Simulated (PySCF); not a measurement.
V: ionisation energy

V [Ar] 3d3 4s2 (4F) → V⁺ [Ar] 3d4 (5D), as a difference of total energies. Computed with PySCF 2.14 in aug-cc-pVTZ-DK, with the spin-free X2C one-electron Hamiltonian (Gaussian nucleus). Correlated levels: valence: [Ar] frozen. The calculations carry no spin-orbit coupling.

Q: Order these methods by the ionisation energy they give, lowest first.
A. B2PLYP
B. PBE0
C. MP2 (valence)
D. UHF

A: D (6.167 eV), B (6.355 eV), C (6.590 eV), A (6.751 eV).

A first-order spin-orbit estimate (lowest level to lowest level, LS coupling) adds 0.014 eV.

Errors of the correlated levels include the incompleteness of this basis and the frozen core.

For comparison: 6.746 eV (measured; NIST Atomic Spectra Database, ionization energies).
